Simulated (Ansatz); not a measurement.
Input:

```yaml
crystal:
  periodic: [false, false, false]
  atoms:
    - { symbol: Si, position_ang: [0.0, 0.0, 0.0] }
    - { symbol: "N", position_ang: [0.0, 0.0, 1.82] }
    - { symbol: H, position_ang: [-0.877, -0.2713, 2.35] }
    - { symbol: H, position_ang: [0.877, 0.2713, 2.35] }
    - { symbol: O, position_ang: [1.5842, 0.0, -0.5594] }
    - { symbol: H, position_ang: [1.9006, -0.9521, -0.6761] }
    - { symbol: O, position_ang: [-0.7913, 1.3709, -0.5594] }
    - { symbol: H, position_ang: [-1.7491, 1.1401, -0.7818] }
    - { symbol: O, position_ang: [-0.7913, -1.3709, -0.5594] }
    - { symbol: H, position_ang: [-1.2459, -1.8365, 0.2129] }
basis:
  gaussian: { orbitals: "6-31G*" }
hamiltonian:
  xc: b3lyp
  dispersion: d4
relax:
  f_tol: 0.02
  max_steps: 40
```

Run as:

```bash
$ ansatz run input.yaml --threads 1 --pin off --max-ram 2048MiB --backend cpu --events-out ev --progress --plain --runs-dir out
```

Hardware: 1 thread of Arm Neoverse V1, on a shared host.

Question: Roughly how long does this run take, and how much memory?

Answer: 58 s, with a peak of 0.18 GiB, for 13 ionic steps.
